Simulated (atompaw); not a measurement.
## Reading a pseudo-wave (iron)

Columns: radius, all-electron u(r) and pseudo u(r) of the 4s shell (level -19.99 eV) of iron in the configuration [Ar] 3d6 4s0 4p0; PBEsol, scalar-relativistic, PAW (atompaw) scheme, atompaw 4.2.0.5.

| r (bohr) | all-electron | pseudo |
| --- | --- | --- |
| 0.092 | 0.0559 | 0.0344 |
| 0.185 | 0.2066 | 0.0694 |
| 0.277 | 0.0877 | 0.1043 |
| 0.369 | -0.1056 | 0.1397 |
| 0.462 | -0.2584 | 0.1761 |
| 0.554 | -0.3325 | 0.2128 |
| 0.646 | -0.3344 | 0.2502 |
| 0.738 | -0.2825 | 0.2881 |
| 0.831 | -0.1949 | 0.3270 |
| 0.923 | -0.0896 | 0.3657 |
| 1.015 | 0.0225 | 0.4045 |
| 1.108 | 0.1347 | 0.4434 |
| 1.200 | 0.2395 | 0.4812 |
| 1.292 | 0.3350 | 0.5179 |
| 1.385 | 0.4204 | 0.5533 |
| 1.477 | 0.4931 | 0.5861 |
| 1.569 | 0.5543 | 0.6163 |
| 1.662 | 0.6047 | 0.6435 |
| 1.754 | 0.6439 | 0.6666 |
| 1.846 | 0.6735 | 0.6855 |
| 1.938 | 0.6943 | 0.6998 |
| 2.031 | 0.7073 | 0.7093 |
| 2.123 | 0.7131 | 0.7137 |
| 2.215 | 0.7129 | 0.7130 |
| 2.308 | 0.7075 | 0.7075 |
| 2.400 | 0.6976 | 0.6976 |

(1) How many radial nodes do the two functions have?

(2) Where does each function peak?

(3) Is the pseudo-wave norm-conserving?

Results:

(1) The all-electron 4s function has n − l − 1 = 3 (the table is too coarse to show those close to the nucleus); the pseudo-wave has 0, since the states of the same l below it are removed with the core.

(2) Outermost all-electron maximum near 2.12 bohr, pseudo maximum near 2.12 bohr (to the table’s step).

(3) No, it belongs to a PAW set: the norm inside the radius is not constrained, and the difference is carried by the augmentation charge.
